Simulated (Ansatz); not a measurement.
Consider the formal hydrolysis of the Si–Si bond: `C[SiH2][Si](F)(F)F` + H₂O → `O[Si](F)(F)F` + `C[SiH3]`.

Program: Ansatz. Geometries: PBE0-D4/def2-TZVP. ΔE: electronic, gas phase. CCSD(T)/CBS is the MP2 limit (def2-TZVPP, def2-QZVPP) plus CCSD(T) − MP2 in def2-TZVPP, frozen cores. This one scheme is used for every species. DFT in def2-TZVPP. One conformer a species, not always the lowest.

| species | BHLYP-D4 energy (Eh) |
| --- | --- |
| `C[SiH2][Si](F)(F)F` | -919.90698 |
| H₂O | -76.42330 |
| `O[Si](F)(F)F` | -665.17047 |
| `C[SiH3]` | -331.20838 |

(1) Work out ΔE.

Largest T1 diagnostic among the species: 0.012.

## Answers

(1) ΔE = (-665.17047) + (-331.20838) − (-919.90698) − (-76.42330) = -0.04857 Eh = -30.5 kcal/mol. CCSD(T)/CBS gives -28.6 kcal/mol.

From PBE to PBE0 (25 % exact exchange), in def2-TZVPP and without D4, ΔE moves by −2.8 kcal/mol. In def2-TZVPP, CCSD(T) changes the Hartree–Fock value by +6.5 kcal/mol (the triples alone add +1.0 kcal/mol) and MP2 by +5.4 kcal/mol. Leaving LDA and LC-ωPBE aside and taking each functional with its dispersion term where it has one, the values, not all of them listed here, spread over 8.1 kcal/mol, from BHLYP-D4 to revPBE-D4. LDA lies −2.0 kcal/mol from PBE without D4.
